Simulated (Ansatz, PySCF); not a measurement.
Al(F)(Me)(NHMe) (C2H7AlFN), SMILES [CH3][Al]([NH]C)[F].

Geometry: B3LYP-D3(BJ)/def2-SVP. The values are those of a single conformer.

Vertical ionisation energy (IE) and electron affinity (EA) in eV. Rows of orbital energies are one-electron estimates. Where ΔSCF, EOM or ADC give a negative EA the extra electron is unbound and the value depends on the basis.

```tsv
level	IE	EA
−ε(HOMO), −ε(LUMO), ωB97X/def2-TZVP (PySCF)	9.26	-1.91
−ε(HOMO), −ε(LUMO), PBE/def2-TZVP (PySCF)	5.50	0.79
ΔSCF, PBE0/def2-SVPD (Ansatz), final states of multiplicity 2 and 2	9.09	-0.70
ΔSCF, PBE/def2-SVPD (Ansatz), final states of multiplicity 2 and 2	9.04	-0.56
```

Q: What vertical singlet–triplet gap does ΔSCF give with PBE0/def2-SVPD (Ansatz, a program for electronic structure) and with PBE/def2-SVPD (Ansatz)? (An estimate is asked for; the answer gives what the named calculation found.)

A: 5.19 and 5.03 eV (triplet above singlet where positive).
